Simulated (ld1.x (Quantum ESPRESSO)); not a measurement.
What one change does to a pseudopotential (caesium (Cs), TM)

Cs, norm-conserving Troullier–Martins (Kleinman–Bylander form), made with ld1.x (Quantum ESPRESSO) 7.5 (Wu–Cohen, fully relativistic). Core [Xe], reference 5d0 6s1 6p0. Waves: 6p (bound, empty): rc 3.35 bohr; 5d (bound, empty): rc 4.20 bohr; 6s (bound): rc 4.20 bohr. Local part: the s channel. Core correction: a·sin(br)/r model core, default radius (core density twice the valence density).

Open shells are filled in proportion to 2j + 1 (rel_dist='average').

All-electron outer shells of the reference configuration (Wu–Cohen, scalar-relativistic, ld1.x):

```json
{"shell": "5s", "level (eV)": "-26.82", "outermost node (bohr)": "0.82", "outermost maximum (bohr)": "1.54"}
{"shell": "5p", "level (eV)": "-13.57", "outermost node (bohr)": "0.89", "outermost maximum (bohr)": "1.79"}
{"shell": "6s", "level (eV)": "-2.04", "outermost node (bohr)": "2.11", "outermost maximum (bohr)": "4.92"}
{"shell": "6p", "level (eV)": "-0.71", "outermost node (bohr)": "2.61", "outermost maximum (bohr)": "6.55"}
{"shell": "5d", "level (eV)": "-0.35", "outermost node (bohr)": "1.06", "outermost maximum (bohr)": "3.30"}
```

Change: functional BLYP.

Cutoffs: the cutoffs (Ry, on a coarse ladder) from which the occupation-weighted sum of valence levels, in a spherical-Bessel basis at the reference potential, stays within 10 and 1 mRy of its value at 400 Ry; they do not see the model core or the augmentation charge, which bear on the density cutoff. Errors are all-electron minus pseudo energies relative to the spin-unpolarised reference configuration.

Task: How do hardness, ghosts and transferability respond?

Result: Both files are so soft that the ladder of cutoffs tells neither apart; both files keep a bound ghost (p); of the 4 tests that both files solve, the error grows in 3 and shrinks in 1 by more than 15 % and 0.3 meV (median size 2.4 → 2.4 meV).

```csv
quantity,base,changed
"cutoff, loose",6 Ry,6 Ry
"cutoff, tight",6 Ry,6 Ry
bound ghosts,"p1/2, p3/2","p1/2, p3/2"
"error for 5d0 6s0.5 6p0, meV [ΔE 1.42 → 1.46 eV]",-2.2,+0.5
"error for 5d0 6s0 6p1, meV [ΔE 1.30 → 1.46 eV]",-6.9,+19
"error for 5d1 6s0 6p0, meV [ΔE 1.63 → 1.72 eV]",+2.6,+3.9
"error for 5d0.5 6s0.5 6p0, meV [ΔE 0.83 → 0.86 eV]",+0.4,+1.0
s: phases at 4.53 bohr within 0.05 rad from the reference energy up to (Ry; the scan ends near 5),n/a,n/a
p1/2: phases at 4.53 bohr within 0.05 rad from the reference energy up to (Ry; the scan ends near 5),1.2,1.2
p3/2: phases at 4.53 bohr within 0.05 rad from the reference energy up to (Ry; the scan ends near 5),1.1,1.2
d3/2: phases at 4.53 bohr within 0.05 rad from the reference energy up to (Ry; the scan ends near 5),0.7,0.6
d5/2: phases at 4.53 bohr within 0.05 rad from the reference energy up to (Ry; the scan ends near 5),0.7,0.7
```

Base: The cutoffs count occupied waves only; the empty 6p level needs 25 Ry at the loose tolerance. Changed file: The cutoffs count occupied waves only; the empty 6p level needs 25 Ry at the loose tolerance. A true bound ghost makes a file unfit for plane-wave use even where its test errors are small: the radial tests pick states by their node count and pass the ghost by.
